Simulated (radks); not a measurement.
The numbers below are computed, except where a source is named.
Problem. These are the eigenvalues of the occupied orbitals of an atom or ion with whole-number occupations (hartree). Code: a radial shooting solver on a logarithmic mesh with Libxc functionals. Model: scalar-relativistic Kohn-Sham, PBEsol, spin-polarised, spherical densities, finite nucleus; Fermi nuclear charge, rms radius of each element as measured or else 0.836 A^(1/3) + 0.57 fm.

orbital  eigenvalue
1s up     -3056.007
1s down   -3056.007
2s up     -543.2392
2s down   -543.2325
2p up     -468.9447
2p down   -468.9392
3s up     -130.3441
3s down   -130.3411
3p up     -108.8675
3p down   -108.8642
3d up     -86.21348
3d down   -86.20841
4s up     -30.11221
4s down   -30.10556
4p up     -23.06635
4p down   -23.05999
4d up     -14.69356
4d down   -14.68612
5s up      -6.21700
5s down    -6.17480
4f up      -5.40861
4f down    -5.39855
5p up      -4.30411
5p down    -4.25344
5d up      -2.12988
5d down    -2.07390

Which element is it, and in what charge state? The configuration may be excited. Open shells, if any, are filled with parallel spins first.

Solution. Z = 80, mercury, charge +4: Hg4+ in [Xe] 4f14 5d8. The list shows which subshells hold electrons but not how many an open one holds; the 1s level, -3056 hartree, gives Z - s = 78.2 by -(Z - s)^2/2, which with screening and relativity narrows Z to a few neighbours, and the depths of the outer levels then fix element, charge and occupations together.
